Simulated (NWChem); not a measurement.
BSiH4O2Cl; SMILES OB(O)[SiH2]Cl

```xyz
9

Si    -0.9394     0.3968    -0.0005
Cl     0.5644     1.8857    -0.0032
B      0.1361    -1.3492     0.0007
O     -0.3828    -2.6155     0.0084
O      1.4933    -1.2371    -0.0073
H     -1.8062     0.6223    -1.2114
H     -1.8063     0.6255     1.2096
H     -1.3535    -2.6375     0.0140
H      1.7658    -0.2964    -0.0110
```
Atoms are numbered in this order, from 1.

Program: NWChem. Pople sets run with spherical d functions. Coordinates come from a PBE-D3(BJ)/def2-SVP optimisation. B3LYP is NWChem's, with the RPA form of VWN correlation. Atomic charges in e: unrestrained fits to the electrostatic potential beside Mulliken populations; buried atoms are poorly determined by the fit.

For level B3LYP/def2-SVP:

```yaml
ESP Si1: 0.27
Mulliken Si1: 0.34
Mulliken Cl2: -0.29
ESP B3: 0.43
Mulliken B3: -0.05
Mulliken O4: -0.11
Mulliken O5: -0.11
```

Task: What are these values for level Hartree-Fock/6-31G*?

Result: The ESP Si1 comes out as 0.44 and the Mulliken Si1 is 0.61. The Mulliken Cl2 is -0.42, the ESP B3 is 0.54 and the Mulliken B3 is 0.53. The Mulliken O4 is -0.72 and the Mulliken O5 comes out as -0.73.
